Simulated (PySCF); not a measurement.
**Electron correlation in Ag(2+) (silver, charge +2)**

[Kr] 4d8 5s1, high-spin 4F determinant (an excited configuration). Calculation: PySCF 2.14, in aug-cc-pVDZ-PP with ECP28MDF (5s5p4d2f, 54 functions); a scalar-relativistic core potential. Frozen: 4s2 4p6; 9 electrons correlated.

```
  level  correlation energy (mhartree)
   CCSD                        -198.70
    (T)                          -2.52
CCSD(T)                        -201.22
```

Diagnostics: T1 = 0.0059, D1 = 0.0208, largest double amplitude 0.015.

**Question.** Is a single reference adequate?

**Answer.** Yes, within this model without spin-orbit coupling: T1 lies below 0.03 and no double amplitude reaches 0.07.
